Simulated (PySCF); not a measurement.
## Polarisability and C₆ of I³⁺ (iodine, charge +3)

[Kr] 4d10 5s2 5p2, high-spin 3P determinant. All numbers are calculated (PySCF 2.14, scalar relativity by spin-free X2C-1e, in aug-cc-pwCVTZ-DK3 with one added diffuse shell each of s, p, d, f type (11s10p8d5f1g, 125 functions)). Coupled (time-dependent) response in atomic units; α is the mean over directions.

| method | mean α (bohr³) | α xx, yy, zz | C₆ (like pair) | S(−4) |
| --- | --- | --- | --- | --- |
| TPSSh | 10.22 | 10.49, 10.08, 10.08 | 58.74 | 23.95 |

S(−4) is the Cauchy moment in α(ω) = α(0) + S(−4) ω² + …

Spin-orbit coupling is absent.

α(iu) at TPSSh:

| u (hartree) | α(iu) (bohr³) |
| --- | --- |
| 0 | 10.22 |
| 0.0500 | 10.16 |
| 0.100 | 9.987 |
| 0.200 | 9.357 |
| 0.300 | 8.493 |
| 0.500 | 6.653 |
| 0.750 | 4.838 |
| 1.00 | 3.642 |
| 1.50 | 2.334 |
| 2.00 | 1.678 |
| 3.00 | 1.033 |
| 5.00 | 0.5203 |

For an ion, C₆ is the dispersion term alone; charge-induced terms of lower order in 1/R come first.

The components differ because the open shell of this determinant is not spherical; for a pure term their mean is the scalar polarisability.
